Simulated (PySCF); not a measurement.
Mayer bond orders and bond lengths

Compound: C5H10O5Si.
Numbering: `[CH3:1][O:2][CH2:3][CH2:4][O:5][C:6](=[O:7])[C:8](=[O:9])[O:10][SiH3:11]` (hydrogens: H12, H13, H14 on C1; H15, H16 on C3; H17, H18 on C4; H19, H20, H21 on Si11)

Geometry (GFN2-xTB, Å), atoms numbered from 1 in this order:
```xyz
21
C5H10O5Si angstrom
C     -4.2150    0.2291    0.3697
O     -3.2666   -0.0620   -0.6273
C     -1.9495    0.2301   -0.2336
C     -1.0222   -0.1926   -1.3732
O      0.3281    0.1911   -1.1177
C      1.0388   -0.5903   -0.3191
O      0.6467   -1.5851    0.2281
C      2.4843   -0.0706   -0.1978
O      3.0925    0.4068   -1.1155
O      2.9664   -0.2416    1.0050
Si     4.5488    0.1363    1.4075
H     -5.1844   -0.0481   -0.0382
H     -4.2144    1.2970    0.6196
H     -4.0228   -0.3466    1.2830
H     -1.8316    1.3086   -0.0395
H     -1.6873   -0.3198    0.6832
H     -1.3084    0.3134   -2.2959
H     -1.0817   -1.2769   -1.5051
H      4.5056   -0.3075    2.7914
H      5.4373   -0.6282    0.5427
H      4.7267    1.5740    1.2416
```

Bond orders from the PBE0/pcSseg-1 density (PySCF). The structure is a single GFN2-xTB conformer in the gas phase; no vibrational or solvent corrections.

Problem. How far do the computed orders between heavy atoms stray from the drawn ones?

Solution. The largest departure is 0.192, at O10–Si11 (drawn single, 0.808). Drawn single, order above 1.12: O5–C6 (1.136) and C8–O10 (1.128). Drawn single, order below 0.88: C4–O5 (0.831), C6–C8 (0.826) and O10–Si11 (0.808).

Problem. Give the Mayer order of every bond between heavy atoms, beside its length.

Solution. 
```csv
bond,drawn as,length (Å),Mayer order
C1–O2,single,1.406,0.926
O2–C3,single,1.405,0.928
C3–C4,single,1.529,1.040
C4–O5,single,1.427,0.831
O5–C6,single,1.324,1.136
C6–O7,double,1.201,1.966
C6–C8,single,1.541,0.826
C8–O9,double,1.200,1.970
C8–O10,single,1.307,1.128
O10–Si11,single,1.676,0.808
```

Bonds between the same two heavy elements. C–O: lowest C4–O5 (0.831, 1.427 Å), highest C8–O9 (1.970, 1.200 Å). C–C: lowest C6–C8 (0.826, 1.541 Å), highest C3–C4 (1.040, 1.529 Å).

Problem. And the bonds to hydrogen?

Solution. C–H: 0.93 to 0.97 (7 bonds); H–Si: 0.94 (3 bonds).

Problem. Sum the orders of all bonds at each heavy atom with more than one neighbour and set the sums beside the valence in the SMILES.

Solution. C1 3.820 (drawn 4), O2 1.854 (drawn 2), C3 3.837 (drawn 4), C4 3.759 (drawn 4), O5 1.967 (drawn 2), C6 3.928 (drawn 4), C8 3.924 (drawn 4), O10 1.936 (drawn 2), Si11 3.630 (drawn 4). Orders between atoms that aren't bonded are not in these sums.

Mayer orders depend on the basis set.

The run behind these numbers computed NMR shieldings as well. Hardware: one thread, x86-64 server (shared host). Cost: 94 s.
